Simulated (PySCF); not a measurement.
Planning calculations on `B(OB)N[SiH3]` (12 atoms, 46 electrons) with PySCF and density fitting. Hardware: an Arm Neoverse V1 with one thread, no GPU, shared host. Times on a shared machine are rough. SCF iterations of a TDDFT job count the ground state alone. Geometry: PBE0-D3(BJ)/def2-SVP.

Compound: B2H7NOSi.
Structure used (PBE0-D3(BJ)/def2-SVP), in Å, numbered top down from 1:
```xyz
12
B2H7NOSi angstrom
B      2.8004    0.3097   -0.4365
O      1.5318   -0.0979   -0.5308
B      0.3364   -0.3730    0.0723
N     -0.7101    0.5702    0.0376
Si    -2.3281    0.3693    0.6842
H      3.4916    0.2658   -1.4299
H      3.2278    0.7244    0.6221
H      0.1782   -1.4515    0.5947
H     -0.4961    1.4492   -0.4282
H     -2.3967   -0.9830    1.3007
H     -3.3511    0.4952   -0.3978
H     -2.6218    1.4163    1.7095
```

| job | basis functions | grid | SCF iterations | other work |
| --- | --- | --- | --- | --- |
| core-ionisation, ΔSCF PBE0 (pcX-2 on a light ionised atom, pcseg-1 elsewhere, X2C) | up to 151 | 50×110 at most in the cycles | 88 | 6 core holes |
| core-ionisation, ΔSCF SCAN (pcX-2 on a light ionised atom, pcseg-1 elsewhere) | up to 151 | 50×110 at most in the cycles | 94 | 6 core holes |
| core-ionisation, ΔSCF SCAN (pcX-1 on a light ionised atom, pcseg-1 elsewhere, X2C) | up to 131 | 50×110 at most in the cycles | 94 | 6 core holes |
| core-ionisation, ΔSCF B3LYP (pcX-2 on a light ionised atom, pcseg-1 elsewhere, X2C) | up to 151 | 50×110 at most in the cycles | 88 | 6 core holes |
| core-ionisation, ΔSCF SCAN (def2-TZVP on a light ionised atom, pcseg-1 elsewhere, X2C) | up to 128 | 50×110 at most in the cycles | 96 | 6 core holes |
| core-ionisation, ΔSCF SCAN (pcX-2 on a light ionised atom, pcseg-1 elsewhere, X2C) | up to 151 | 50×110 at most in the cycles | 95 | 6 core holes |
| core-ionisation, ΔSCF HF (pcX-2 on a light ionised atom, pcseg-1 elsewhere, X2C) | up to 151 | 50×110 at most in the cycles | 86 | 6 core holes |
| core-ionisation, ΔSCF PBE (pcX-2 on a light ionised atom, pcseg-1 elsewhere, X2C) | up to 151 | 50×110 at most in the cycles | 99 | 6 core holes |
| geometry optimisation, PBE0-D3(BJ)/def2-SVP | 109 | level 1 | 180 | 28 gradients |

**Question.** Sort the jobs into tiers of rough cost, cheapest first; a new tier starts where the time jumps by half or more.

**Answer.** 
- about 19 to 30 core-seconds: core-ionisation, ΔSCF HF (pcX-2 on a light ionised atom, pcseg-1 elsewhere, X2C); core-ionisation, ΔSCF PBE (pcX-2 on a light ionised atom, pcseg-1 elsewhere, X2C); core-ionisation, ΔSCF SCAN (pcX-1 on a light ionised atom, pcseg-1 elsewhere, X2C); core-ionisation, ΔSCF SCAN (def2-TZVP on a light ionised atom, pcseg-1 elsewhere, X2C); core-ionisation, ΔSCF SCAN (pcX-2 on a light ionised atom, pcseg-1 elsewhere); core-ionisation, ΔSCF SCAN (pcX-2 on a light ionised atom, pcseg-1 elsewhere, X2C); core-ionisation, ΔSCF PBE0 (pcX-2 on a light ionised atom, pcseg-1 elsewhere, X2C); core-ionisation, ΔSCF B3LYP (pcX-2 on a light ionised atom, pcseg-1 elsewhere, X2C)
- roughly 100 core-seconds: geometry optimisation, PBE0-D3(BJ)/def2-SVP

Within a tier the order means little. The dearest job ran the most SCF iterations (180 against 86 for the cheapest). Dearest over cheapest: a factor of about 5.

**Question.** What do these jobs cost together, and what share goes to the dearest?

**Answer.** About 5 core-minutes, of which geometry optimisation, PBE0-D3(BJ)/def2-SVP takes about 35 %.
